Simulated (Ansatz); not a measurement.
Geometry optimisation, Ansatz 0.2.0, RKS PBE-D4/6-31G.

The input (input.yaml):

```yaml
crystal:
  periodic: [false, false, false]
  atoms:
    - { symbol: Si, position_ang: [0.0, 0.0, 0.0] }
    - { symbol: F, position_ang: [0.0, 0.0, 1.59] }
    - { symbol: F, position_ang: [1.4994, 0.0, -0.5295] }
    - { symbol: H, position_ang: [-0.6877, 1.1914, -0.4862] }
    - { symbol: F, position_ang: [-0.7489, -1.2974, -0.5295] }
basis:
  gaussian: { orbitals: "6-31G" }
hamiltonian:
  xc: pbe
  dispersion: d4
relax:
  f_tol: 0.02
  max_steps: 40
output:
  orbitals: {}
```

Run as:

```bash
$ ansatz run input.yaml --threads 1 --pin off --max-ram 2048MiB --backend cpu --events-out ev --progress --plain --runs-dir out
```

Problem. Where does it end, and by what steps?

Solution. The forces met the threshold. Limits of this set-up: no polarisation functions. After 3 steps the energy has fallen by 0.475 eV; H4 moved furthest, 0.08 Å.

```json
{"step": "0", "energy less start (eV)": "0.0000", "largest force component (eV/Å)": "3.448", "accepted": "yes"}
{"step": "1", "energy less start (eV)": "-0.3242", "largest force component (eV/Å)": "1.826", "accepted": "yes"}
{"step": "2", "energy less start (eV)": "-0.4745", "largest force component (eV/Å)": "0.064", "accepted": "yes"}
{"step": "3", "energy less start (eV)": "-0.4751", "largest force component (eV/Å)": "0.004", "accepted": "yes"}
```

```xyz
5
Properties=species:S:1:pos:R:3
Si -0.021 0.037 -0.015
F 0.009 -0.015 1.667
F 1.575 -0.015 -0.547
H -0.725 1.257 -0.513
F -0.774 -1.371 -0.547
```

Whether the end is a true minimum wasn't checked by a vibrational analysis.

Run time: 6.2 s on 1 thread of Arm Neoverse V1, with other jobs on the host, peak memory 0.098 GiB.
